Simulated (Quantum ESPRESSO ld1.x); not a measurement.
Isoelectronic series with 2 electrons, each ion in its NIST ground configuration. Calculated with ld1.x of Quantum ESPRESSO 7.5: Dirac Kohn-Sham, PW91, spin-unpolarised, spherical densities, point nucleus. Total energies (hartree) and orbital eigenvalues (hartree):

| ion | configuration | E (hartree) | 1s1/2 |
|---|---|---|---|
| He | [He] | -2.900 | -0.58328 |
| Ne8+ | [He] | -93.947 | -41.7760 |
| Ar16+ | [He] | -314.084 | -147.473 |
| Fe24+ | [He] | -665.648 | -318.808 |
| Se32+ | [He] | -1152.468 | -557.657 |
| Mo40+ | [He] | -1780.09 | -866.751 |
| Sn48+ | [He] | -2556.12 | -1249.84 |
| Ce56+ | [He] | -3490.73 | -1711.94 |
| Dy64+ | [He] | -4597.46 | -2259.75 |
